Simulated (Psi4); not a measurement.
CrO4 (SMILES [O]=[Cr-2](=[O])(=[O])=[O]), charge -2, singlet, geometry from GFN2-xTB (such geometries of metal compounds can be far from the true shape) (a gas-phase anion, which may not be bound at this level); HF/def2-TZVPD in Psi4.

The Psi4 input:
```
memory 2 GB

molecule {
-2 1
Cr    0.00000000    0.00000000   -0.00000000
O     1.11911804    0.63621091   -1.00629935
O     0.74912909   -0.80537194    1.20830855
O    -0.95622851   -1.03167988   -0.83131917
O    -0.91201863    1.20084091    0.62930997
}

set {
  basis def2-tzvpd
}

energy('scf')
print_variables()
```

What the program printed (banner, timings and long lists left out):

```
   => Loading Basis Set <=

    Name: DEF2-TZVPD
    Role: ORBITAL
    Keyword: BASIS

         ---------------------------------------------------------
                                   SCF
               by Justin Turney, Rob Parrish, Andy Simmonett
                          and Daniel G. A. Smith
                              RHF Reference
         ---------------------------------------------------------

  ==> Geometry <==

    Molecular point group: c1
    Full point group: Td

    Geometry (in Angstrom), charge = -2, multiplicity = 1:

       Center              X                  Y                   Z               Mass
    ------------   -----------------  -----------------  -----------------  -----------------
         CR           0.000000001380     0.000000000000     0.000000000000    51.940506230000
         O            1.119118041380     0.636210910000    -1.006299350000    15.994914619570
         O            0.749129091380    -0.805371940000     1.208308550000    15.994914619570
         O           -0.956228508620    -1.031679880000    -0.831319170000    15.994914619570
         O           -0.912018628620     1.200840910000     0.629309970000    15.994914619570

  Running in c1 symmetry.

  Rotational constants: A =      0.14803  B =      0.14803  C =      0.14803 [cm^-1]
  Rotational constants: A =   4437.95889  B =   4437.95887  C =   4437.95886 [MHz]
  Nuclear repulsion =  324.882124166724680

  Charge       = -2
  Multiplicity = 1
  Electrons    = 58
  Nalpha       = 29
  Nbeta        = 29

  ==> Algorithm <==

  SCF Algorithm Type is DF.
  DIIS enabled.
  MOM disabled.
  Fractional occupation disabled.
  Guess Type is SAD.
  Energy threshold   = 1.00e-06
  Density threshold  = 1.00e-06
  Integral threshold = 1.00e-12

  ==> Primary Basis <==

  Basis Set: DEF2-TZVPD
    Blend: DEF2-TZVPD
    Number of shells: 72
    Number of basis functions: 208
    Number of Cartesian functions: 239
    Spherical Harmonics?: true
    Max angular momentum: 3

   => Loading Basis Set <=

    Name: (DEF2-TZVPD AUX)
    Role: JKFIT
    Keyword: DF_BASIS_SCF

  ==> Integral Setup <==

  SCF_SUBTYPE=INCORE selected. In-core MEM_DF algorithm will be used.
  Using in-core AOs.

  ==> MemDFJK: Density-Fitted J/K Matrices <==

    J tasked:                   Yes
    K tasked:                   Yes
    wK tasked:                   No
    Algorithm:                 Core
    Schwarz Cutoff:           1E-12
    Mask sparsity (%):       1.4978
[...]
   @DF-RHF iter   2: -1341.67189424489356    4.63456e-01   9.02240e-03 DIIS/ADIIS
   @DF-RHF iter   3: -1342.47159801675184   -7.99704e-01   2.35735e-03 DIIS/ADIIS
   @DF-RHF iter   4: -1342.54246932963338   -7.08713e-02   2.72384e-04 DIIS/ADIIS
   @DF-RHF iter   5: -1342.54470779769008   -2.23847e-03   9.77236e-05 DIIS
   @DF-RHF iter   6: -1342.54578397102250   -1.07617e-03   5.82976e-05 DIIS
   @DF-RHF iter   7: -1342.54631169136019   -5.27720e-04   1.23235e-05 DIIS
   @DF-RHF iter   8: -1342.54633361593119   -2.19246e-05   2.51989e-06 DIIS
   @DF-RHF iter   9: -1342.54633397137422   -3.55443e-07   1.22544e-06 DIIS
   @DF-RHF iter  10: -1342.54633402099284   -4.96186e-08   1.86804e-07 DIIS
  Energy and wave function converged.

  ==> Post-Iterations <==

    Orbital Energies [Eh]
    ---------------------

    Doubly Occupied:

[...]
    Virtual:

[...]
    Final Occupation by Irrep:
              A
    DOCC [    29 ]
    NA   [    29 ]
    NB   [    29 ]

  @DF-RHF Final Energy: -1342.54633402099284

   => Energetics <=

    Nuclear Repulsion Energy =            324.8821241667246795
    One-Electron Energy =               -2517.8241204814662524
    Two-Electron Energy =                 850.3956622937487282
    Total Energy =                      -1342.5463340209928447

Computation Completed

Properties will be evaluated at   0.000000,   0.000000,   0.000000 [a0]

Properties computed using the SCF density matrix

 Multipole Moments:

 ------------------------------------------------------------------------------------
     Multipole            Electronic (a.u.)      Nuclear  (a.u.)        Total (a.u.)
 ------------------------------------------------------------------------------------

 L = 1.  Multiply by 2.5417464519 to convert [e a0] to [Debye]
 Dipole X            :         -0.0000002           -0.0000000           -0.0000002
 Dipole Y            :         -0.0000113            0.0000000           -0.0000113
 Dipole Z            :          0.0000101            0.0000000            0.0000101
 Magnitude           :                                                    0.0000152

 ------------------------------------------------------------------------------------

  Variable Map:
  ----------------------------------------------------------------------------
[...]
  Array Variable Map:
  ----------------------------------------------------------------------------
[...]
[...]
```
